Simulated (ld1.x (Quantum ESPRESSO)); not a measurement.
**Which change was made? (B, TM)**

boron (B), norm-conserving Troullier–Martins (Kleinman–Bylander form), made with ld1.x (Quantum ESPRESSO) 7.5 (Wu–Cohen, non-relativistic). Core [He], reference 2s1 2p0 (charge +2). Waves: 2p (bound, empty): rc 1.95 bohr; 3d channel at 0.4 Ry: rc 1.80 bohr; 2s (bound): rc 1.20 bohr. Local part: the s channel. Core correction: a·sin(br)/r model core inside 0.55 bohr.

Cutoffs, loose and tight: the cutoffs (Ry, on a coarse ladder) from which the occupation-weighted sum of valence levels, in a spherical-Bessel basis at the reference potential, stays within 10 and 1 mRy of its value at 400 Ry. They do not see the model core or the augmentation charge, which bear on the density cutoff. Test errors are all-electron minus pseudo excitation energies from the reference, over the configurations 2s2 2p1; 2s2 2p0; 2s2 2p0.5; 2s1 2p2; 2s1 2p1; 2s0 2p3; 2s2 2p1.3; variants that change the core or the reference have their own tests.

The base gives: outcome: generated; cutoff, loose: 21 Ry; cutoff, tight: 55 Ry; bound ghosts: none; largest test error (meV): +112.

Q: After one change the result is: outcome: generated; cutoff, loose: 40 Ry; cutoff, tight: 80 Ry; bound ghosts: none; largest test error (meV): +121. Which change was it?
A. wave 2s (bound): rc 1.20 bohr becomes 2s (bound): rc 1.72 bohr
B. wave 2s (bound): rc 1.20 bohr becomes 2s (bound): rc 1.02 bohr
C. wave 2s (bound): rc 1.20 bohr becomes 2s (bound): rc 1.52 bohr
D. wave 2s (bound): rc 1.20 bohr becomes 2s (bound): rc 0.78 bohr

A: B. The others give: wave 2s (bound): rc 1.20 bohr becomes 2s (bound): rc 1.72 bohr → outcome: generated; cutoff, loose: 15 Ry; cutoff, tight: 40 Ry; bound ghosts: none; largest test error (meV): +180 | wave 2s (bound): rc 1.20 bohr becomes 2s (bound): rc 1.52 bohr → outcome: generated; cutoff, loose: 18 Ry; cutoff, tight: 50 Ry; bound ghosts: none; largest test error (meV): +137 | wave 2s (bound): rc 1.20 bohr becomes 2s (bound): rc 0.78 bohr → outcome: generated; cutoff, loose: 140 Ry; cutoff, tight: 180 Ry; bound ghosts: none; largest test error (meV): +145.
